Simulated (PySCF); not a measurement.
## Electron correlation in Li (lithium, neutral)

[He] 2s1, 2S determinant. Calculation: PySCF 2.14, in x2c-TZVPPall with one added diffuse shell each of s, p type (6s4p1d, 23 functions); scalar relativity by spin-free X2C-1e. Frozen: nothing; 3 electrons correlated.

```tsv
level	correlation energy (mhartree)
CCSD	-35.49
(T)	-0.02
CCSD(T)	-35.51
CCSDT	-35.51
FCI	-35.51
```

Diagnostics: T1 = 0.0025, D1 = 0.0058, largest double amplitude 0.026, weight of the Hartree-Fock determinant in FCI 0.9967 (5819 determinants).

Task: Is a single reference adequate?

Result: Yes: T1 lies below 0.03 and no double amplitude reaches 0.07.

This basis was not built for core-valence correlation, so the inner-shell part is incomplete.
